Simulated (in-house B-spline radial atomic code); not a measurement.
Spin-orbit splittings of orbital energies (j = l + 1/2 less j = l - 1/2) and ratios of mean radii (lower j over upper j) along the 35-electron series, configuration [Ar] 3d10 4s2 4p5. Computed with a B-spline radial code for spherical atoms: Dirac-Hartree-Fock, average of the configuration, finite nuclei.

```
  ion   Z  splitting of 3p (eV)  radius ratio of 3p  splitting of 2p (eV)  radius ratio of 2p  splitting of 3d (eV)  radius ratio of 3d
   Br  35                7.2269             0.98266                47.945             0.97699                1.1627             0.99326
  Kr+  36                8.3534             0.98192                54.302             0.97563                1.3827             0.99317
 Rb2+  37                9.6167             0.98115                61.288             0.97422                1.6334             0.99303
 Sr3+  38                11.028             0.98036                68.947             0.97278                1.9173             0.99286
 Zr5+  40                 14.34              0.9787                86.464             0.96977                2.5963             0.99243
 Nb6+  41                16.265             0.97783                96.419              0.9682                2.9972             0.99218
 Mo7+  42                18.387             0.97694                107.24             0.96659                3.4431             0.99191
 Tc8+  43                 20.72             0.97602                118.98             0.96494                3.9373             0.99162
 Ru9+  44                23.277             0.97507                131.69             0.96325                 4.483             0.99132
Rh10+  45                26.074             0.97409                145.43             0.96151                5.0838               0.991
Pd11+  46                29.126             0.97309                160.27             0.95973                5.7433             0.99066
Ag12+  47                 32.45             0.97206                176.25              0.9579                6.4651             0.99031
Cd13+  48                36.061               0.971                193.46             0.95603                 7.253             0.98995
In14+  49                39.979             0.96991                211.95             0.95412                 8.111             0.98957
Sn15+  50                44.221             0.96879                 231.8             0.95216                9.0432             0.98919
Sb16+  51                48.806             0.96764                253.08             0.95015                10.054             0.98879
Te17+  52                53.754             0.96646                275.86              0.9481                11.147             0.98838
 I18+  53                59.086             0.96526                300.23               0.946                12.327             0.98795
Xe19+  54                64.823             0.96402                326.27             0.94385                13.599             0.98752
Cs20+  55                70.988             0.96275                354.05             0.94165                14.967             0.98707
Ba21+  56                77.605             0.96145                383.67              0.9394                16.436             0.98662
La22+  57                84.698             0.96012                415.23             0.93711                18.012             0.98615
Ce23+  58                92.291             0.95876                448.81             0.93476                19.698             0.98567
Pr24+  59                100.41             0.95736                484.53             0.93236                21.501             0.98519
Nd25+  60                109.09             0.95594                522.47             0.92992                23.426             0.98469
```

Problem. With what power of Z does the column «splitting of 3p (eV)» change over this range?

Solution. A fit of the logarithm of its size against log Z from Z = 35 to 60 has slope 5.03. An unscreened hydrogenic electron would give 4 at low Z; screening makes the apparent power larger near the neutral end, and relativity raises it again at high Z.
